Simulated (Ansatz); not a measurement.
Ideal-gas functions of FH3SSiSn (`F[SiH]1[S][SnH2]1`) at 500 K and 1 bar, from an Ansatz frequency run at PBE0-D4/def2-TZVP.

Molar mass 200.89 g/mol, point group C1 (symmetry number 1), electronic degeneracy 1, moments of inertia 130.844, 333.569, 426.908 u Å². Harmonic wavenumbers (cm⁻¹, unscaled): 142, 222, 234, 319, 369, 444, 461, 579, 659, 712, 820, 905, 1942, 1952, 2258.

Use S(trans) = R[1.5 ln M + 2.5 ln T − 1.1517]; rotational temperatures θ = 24.2544 K / I; S(rot) = R[ln(√π/σ · √(T³/θAθBθC)) + 1.5]; for each mode x = 1.438777 ν̃/T, S = R[x/(eˣ − 1) − ln(1 − e⁻ˣ)] and H = RT x/(eˣ − 1); 1 cm⁻¹ = 0.0119627 kJ/mol; R = 8.31446 J/(mol·K).

Question: By hand: the entropy, in J/(mol·K).

Answer: Translation 185.7. Rotation: θ = 0.1854, 0.0727, 0.0568 K, giving 124.6. Vibration, mode by mode: 15.81, 12.18, 11.76, 9.31, 8.20, 6.82, 6.55, 4.97, 4.14, 3.67, 2.87, 2.37, 0.21, 0.20, 0.09, in all 89.1. Electronic 0.0. Sum 399.4 J/(mol·K).

Question: By hand: H − E and G − E in kJ/mol, counted from the electronic energy.

Answer: Zero-point energy ½ × 12018 × 0.0119627 = 71.9; thermal vibration 24.5; translation, rotation and pV give 4 RT = 16.6. H − E = 113.0 kJ/mol, and G − E = 113.0 − 500 × 399.4/1000 = -86.7 kJ/mol.

Vibration gives 22 % of the entropy, 15.8 J/(mol·K) of it from the mode under 150 cm⁻¹: soft modes count most, and the harmonic formula is weakest for them. The sum counts one conformer and one mirror image; others add a mixing term.
